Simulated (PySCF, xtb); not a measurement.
C₂H₇ClOZr, SMILES [Zr]([CH3])([OH])([CH3])[Cl], multiplicity 1.

GFN2-xTB run with xtb 6.7.1 at its own geometry gives an orbital gap of 2.29 eV and a dipole moment of 3.66 D.

Geometry: B3LYP-D3(BJ)/def2-SVP. The spin state was assumed, not searched. The def2 effective core potentials stand for the cores of Zr; spin–orbit coupling is left out. One conformer was computed; it need not be the lowest.

Q: What does ωB97X/def2-TZVP (PySCF) give? (The exact figures need the calculation; the answer reports its results.)

A: gap 11.03 eV (levels -10.15 and 0.87 eV), dipole 2.53 D.
